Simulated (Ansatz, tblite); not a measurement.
Isomers of Li₂Al₃⁻ (singlet), found by a short tight-binding search and relaxed with PBE-D4/def2-TZVPD in Ansatz.

The xTB rows come from tblite. Correlated methods freeze 15 core orbitals; core or outer-core shells of Li are correlated, in sets that lack core-valence functions.

Run but left out: HF/def2-TZVPPD (A: restricted singlet, unstable towards broken spin symmetry); r2SCAN-D4/def2-TZVPD (B: restricted singlet, unstable towards broken spin symmetry).

A: The restricted singlet is unstable towards broken spin symmetry in Hartree–Fock (as tested in another run); at PBE-D4/def2-TZVPD, B97M-V/def2-TZVPD, PBE0-D4/def2-TZVPD, ωB97X-V/def2-TZVPD this wasn't settled. At PBE-D4/def2-TZVPD, B97M-V/def2-TZVPD the highest occupied level of the charge -1 singlet lies above zero (up to 0.12 eV). The electron is either unbound and held by the finite basis, or the level is raised by self-interaction error. At CCSD(T)/def2-TZVPPD T1 of the charge -1 singlet is large (up to 0.064), so the single-reference result is doubtful. At CCSD(T)/def2-TZVPPD the restricted singlet (for correlated methods, its reference) is unstable: a solution with broken spin symmetry lies lower. B: At PBE-D4/def2-TZVPD, B97M-V/def2-TZVPD the highest occupied level of the charge -1 singlet lies above zero (up to 0.48 eV). By energy differences its removal costs 1.31 eV (vertical, to the charge 0 doublet, at PBE-D4/def2-TZVPD); a positive level beside a positive removal energy at the same level points to self-interaction error. At CCSD(T)/def2-TZVPPD T1 of the charge -1 singlet is large (up to 0.037), so the single-reference result is doubtful. At CCSD(T)/def2-TZVPPD the restricted singlet (for correlated methods, its reference) is unstable: a solution with broken spin symmetry lies lower.

Other spin states were run for one of them alone.

For B, a triplet lies 0.23 eV below this singlet at PBE0-D4/def2-TZVPD. The order below holds within this spin alone and isn't that of the ground states.

A:

Cartesian coordinates in Å:
```
Li -1.2788 -0.0361 -0.2297
Li -0.9289 -0.4142 2.9932
Al 1.5238 0.2152 -1.1679
Al 1.0110 -0.1013 1.2387
Al -0.3271 0.3364 -2.8342
```

B:

```xyz
5

Li   -1.721   -0.108    0.540
Li    0.940    1.579    0.207
Al    0.554   -0.704    1.892
Al   -0.808    0.137   -2.033
Al    1.036   -0.904   -0.606
```

Task: Estimate which lies lowest at each level, and how far above it the others are (kJ/mol).

Result: 
```json
{"level": "GFN1-xTB", "A": "0.0", "B": "116.3"}
{"level": "PBE-D4/def2-TZVPD", "A": "49.2", "B": "0.0"}
{"level": "B97M-V/def2-TZVPD", "A": "56.0", "B": "0.0"}
{"level": "PBE0-D4/def2-TZVPD", "A": "60.8", "B": "0.0"}
{"level": "ωB97X-V/def2-TZVPD", "A": "78.6", "B": "0.0"}
{"level": "MP2/def2-TZVPPD", "A": "63.6", "B": "0.0"}
{"level": "CCSD/def2-TZVPPD", "A": "62.4", "B": "0.0"}
{"level": "CCSD(T)/def2-TZVPPD", "A": "52.5", "B": "0.0"}
```
Point groups (tolerance 0.1 Å): A Cs, B not assigned. Lower isomers may exist.
